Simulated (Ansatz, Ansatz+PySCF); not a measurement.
```xyz
26

C     0.8666    0.8626    0.9257
C     0.9148   -0.8463   -0.8779
C    -0.8998    0.9296   -0.8647
C    -0.9323   -0.9009    0.8718
C     1.7546   -0.0348   -0.0326
C    -1.7898    0.0452   -0.0067
C     0.0038    1.8192   -0.0040
C     0.0201   -1.7421   -0.0366
C     0.0414    0.0179    1.7479
C     0.0019    0.0216   -1.8146
H     1.4860    1.5559    1.5304
H     1.5405   -1.5476   -1.4831
H    -1.5260    1.5126   -1.4750
H    -1.5125   -1.5718    1.5160
H     2.3881   -0.6084    0.6025
H     2.4040    0.6315   -0.5829
H    -2.3899   -0.5946   -0.6320
H    -2.3887    0.6529    0.6419
H     0.6536    2.4588   -0.5978
H    -0.6740    2.4436    0.6273
H     0.6714   -2.4362    0.6467
H    -0.6612   -2.4279   -0.5905
H    -0.6229    0.6760    2.4337
H     0.5961   -0.6083    2.3927
H    -0.6329   -0.6340   -2.3791
H     0.6160    0.6740   -2.4167
```

Basis set: def2-SVP (spherical functions). Left uncorrelated: 10 orbitals. Charge 0, multiplicity 1.

Computed with Ansatz (development build ahead of 0.2.0); each method stands on the lowest determinant of its kind that the runs found. Restricted open shells among the atoms or ions are ROHF, correlated in semicanonical orbitals with singles. Restricted functionals stand beside restricted open-shell atoms, which can lie above the unrestricted atoms usual in DFT and then raise those values.

(1) Give the atomization energy at this shape (free ground-state atoms in the same class of orbitals less the molecule, no zero-point energy) of singlet C₁₀H₁₆ by PBE0 (restricted), RHF-MP2, RHF.

Answers

(1)

```tsv
method	atomization energy
PBE0 (restricted)	2737.68 kcal/mol
RHF-MP2	2620.88 kcal/mol
RHF	2076.65 kcal/mol
```

Caution: no unrestricted run beside it, a lower state can exist; the shape is not the minimum.
